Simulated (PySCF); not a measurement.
Excitations are Tamm–Dancoff values on a coarser integration grid. The basis has no diffuse functions, so Rydberg states are missing or too high.

Cartesian coordinates (Å):
SMILES: BC/C=C\C#N
```xyz
12

B      1.9937     0.1886    -0.2370
C      0.6618     0.0620     0.5583
C     -0.3838    -0.8024    -0.0427
C     -1.6157    -0.4258    -0.3749
C     -2.1006     0.8975    -0.1567
N     -2.4936     1.9610     0.0153
H      2.7579     1.0578     0.0388
H      2.2902    -0.6104    -1.0696
H      1.0324    -0.4124     1.4864
H      0.2684     1.0296     0.8734
H     -0.1035    -1.8282    -0.2553
H     -2.3071    -1.1174    -0.8360
```
Charge 0, multiplicity 1.

Give the total energy, LUMO, S1 excitation (TDA), S1 oscillator strength and T1 excitation (TDA) at the level CAM-B3LYP-D3(BJ)/def2-TZVP in PySCF 2.14.0.


```
Property                     Result
----------------------  -----------
total energy            -6409.30 eV
LUMO                       -0.68 eV
S1 excitation (TDA)         5.43 eV
S1 oscillator strength        0.005
T1 excitation (TDA)         3.83 eV
```
